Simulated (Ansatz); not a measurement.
```xyz
16

B     1.6533    1.7375    0.0077
N     0.4864    0.9695   -0.1655
C    -0.0065    0.7234   -1.4547
C    -1.1249    0.0698   -1.7544
Si   -0.3345    0.2333    1.2226
Si   -0.2705   -2.1103    1.0881
H     2.0685    1.9352    1.1098
H     2.2045    2.1729   -0.9623
H     0.6241    1.1245   -2.2426
H    -1.4045   -0.0711   -2.7893
H    -1.7982   -0.3298   -1.0045
H    -1.7438    0.7098    1.2807
H     0.3857    0.7060    2.4273
H    -0.3512   -2.6659    2.4673
H    -1.4014   -2.6630    0.2974
H     1.0128   -2.5417    0.4721
```

The species carries charge 0 and has multiplicity 1.

(1) List the PBE0/def2-TZVPP orbital energies in eV (the Gaussian-basis code of Ansatz). (Estimate.)

## Answers

(1) Ansatz gave: Occupied: -1803.06, -1802.53, -392.04, -279.45, -278.13, -184.47, -145.37, -144.91, -100.05, -100.01, -100.01, -99.56, -99.56, -99.55, -25.71, -21.06, -17.15, -15.88, -15.13, -14.20, -12.74, -12.49, -11.21, -10.89, -10.42, -10.14, -9.89, -9.67, -9.10, -8.31, -7.07. Lowest empty: -0.72, -0.24, 0.19, 0.36, 0.73, 1.07, 1.70, 1.84.
